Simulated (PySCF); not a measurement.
revPBE on O⁻ (oxygen, charge -1), [He] 2s2 2p5, 2P determinant. All numbers are calculated (PySCF 2.14, the spin-free X2C one-electron Hamiltonian (Gaussian nucleus), in aug-cc-pCVTZ-DK).

```
cycle= 1 E= -75.1743153620316  delta_E= -0.00238  |g|= 0.139  |ddm|= 0.391
cycle= 2 E= -75.1225122975853  delta_E= 0.0518  |g|= 0.385  |ddm|= 0.623
cycle= 3 E= -75.1839591896471  delta_E= -0.0614  |g|= 0.0505  |ddm|= 0.394
cycle= 4 E= -75.1852779199993  delta_E= -0.00132  |g|= 0.00149  |ddm|= 0.0615
cycle= 5 E= -75.1852817900495  delta_E= -3.87e-06  |g|= 0.000242  |ddm|= 0.00675
cycle= 6 E= -75.1852818855788  delta_E= -9.55e-08  |g|= 1.56e-05  |ddm|= 0.00119
cycle= 7 E= -75.1852818857443  delta_E= -1.66e-10  |g|= 3.35e-06  |ddm|= 5.1e-05
converged SCF energy = -75.1852818857443  <S^2> = 0.75587952  2S+1 = 2.0058709
```

Highest occupied orbital energy: 2.609 eV; ⟨L²⟩ = 2.03; populations by l: s 4.00, p 5.00, d 0.00, f 0.00.

Question: Can this result be used?

Answer: With care. The run converged. At revPBE the highest occupied level has a positive energy, so only the finite basis holds that electron; in a semilocal or global hybrid functional this comes from self-interaction and does not mean that the real anion is unbound.
